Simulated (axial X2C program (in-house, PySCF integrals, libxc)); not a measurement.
## GeS⁺: from the spin-free to the two-component result

All values were computed with an axial X2C code built on PySCF integrals. Spin-free means the one-electron spin-free X2C Hamiltonian; two-component (2c) means X2C with spin–orbit coupling and atomic mean-field two-electron Coulomb and Gaunt terms, so the difference of the two also holds small scalar two-electron terms. Basis: Ge dyall-cv3z [9s9p7d4f1g], S dyall-av3z [9s8p3d2f] (cores contracted in-house); Gaussian nuclei, density fitting, unrestricted open shells. Masses: Ge 73.921 u, S 31.972 u.

Spin-free state: M_S = 1/2, Λ = 1 (beyond evenly filled blocks: π+α, π+β, π-α); fragments Ge+ + S.

```json
{"level": "PBE0", "Re (Å)": "2.167", "ωe (cm⁻¹)": "456.5", "De (eV)": "3.545", "μ (D)": "-0.81"}
{"level": "HF", "Re (Å)": "2.158", "ωe (cm⁻¹)": "473.4", "De (eV)": "1.927", "μ (D)": "-1.19"}
{"level": "MP2", "Re (Å)": "2.171", "ωe (cm⁻¹)": "461.5", "De (eV)": "3.339", "μ (D)": "n/a"}
{"level": "CCSD", "Re (Å)": "2.173", "ωe (cm⁻¹)": "457.9", "De (eV)": "3.184", "μ (D)": "n/a"}
{"level": "CCSD(T)", "Re (Å)": "2.183", "ωe (cm⁻¹)": "447.4", "De (eV)": "3.358", "μ (D)": "n/a"}
{"level": "LDA", "Re (Å)": "2.163", "ωe (cm⁻¹)": "448.8", "De (eV)": "4.520", "μ (D)": "-0.46"}
```

Correlated methods: 9 electrons correlated (number of frozen shells: Ge 3 s, 2 p, 1 d; S 2 s, 1 p), 235 virtual spin orbitals or spinors in MP2, 90 natural virtuals in coupled cluster.

Dipoles are positive if S is the positive end and refer to the centre of mass.

Question: Within this multiplet, which Ω should lie lowest by the rule for regular and inverted multiplets?

Answer: The open π shell holds three electrons, one hole, so the multiplet is inverted: Ω = Λ + 1/2 = 3/2. The PBE0 2c search agrees, though Ω = 1/2 of the search lies only 0.07 eV higher.

Two-component determinant lowest at the distance of the search:

Ω = 3/2 (⟨Sz⟩ = 0.50, ⟨Lz⟩ = 1.00 at HF); fragments Ge+ + S.

```json
{"level": "PBE0", "Re (Å)": "2.167", "ωe (cm⁻¹)": "455.9", "De (eV)": "n/a", "μ (D)": "-0.79"}
{"level": "HF", "Re (Å)": "2.158", "ωe (cm⁻¹)": "473.1", "De (eV)": "n/a", "μ (D)": "-1.18"}
{"level": "MP2", "Re (Å)": "2.171", "ωe (cm⁻¹)": "460.8", "De (eV)": "3.223", "μ (D)": "n/a"}
{"level": "CCSD", "Re (Å)": "2.173", "ωe (cm⁻¹)": "457.6", "De (eV)": "3.076", "μ (D)": "n/a"}
{"level": "CCSD(T)", "Re (Å)": "2.183", "ωe (cm⁻¹)": "447.1", "De (eV)": "3.240", "μ (D)": "n/a"}
{"level": "LDA", "Re (Å)": "2.163", "ωe (cm⁻¹)": "448.2", "De (eV)": "n/a", "μ (D)": "-0.45"}
```

Question: From the two tables, how do the constants change at the CCSD(T) level (2c against spin-free)?

Answer: At the CCSD(T) level Re is unchanged within 0.001 Å and ωe goes down by 0.3 cm⁻¹; De changes by -0.118 eV.

The state is a single determinant with fixed occupations, the lowest that a limited PBE0 search found. Dissociation energies refer to the lowest single-determinant-based atoms at the same level and basis. De is not given where an atomic determinant may have missed its ground term or J level, or where the truncated virtual space spoils (T). Density functionals use the spin component along the axis (collinear). Coupled cluster ran in a truncated set of natural virtual spinors; the MP2 energy of the rest was added. (T) has no such correction and the atoms are truncated less, which lowers De at CCSD(T) by a hundredth of an eV or more. Without a current term, density functionals place determinants with orbital angular momentum somewhat too high. At some level and bond length an empty orbital lies below a filled one. Some points did not converge and are left out. The determinant is spin-polarised beyond a pure state at some levels (its spin-free form has ⟨S²⟩ too high), which makes Re and μ there less reliable. The stretched end of a curve changes character and is left out. With the outer-core shells frozen, correlated bond lengths of heavy atoms tend to come out a few hundredths of an ångström too long.
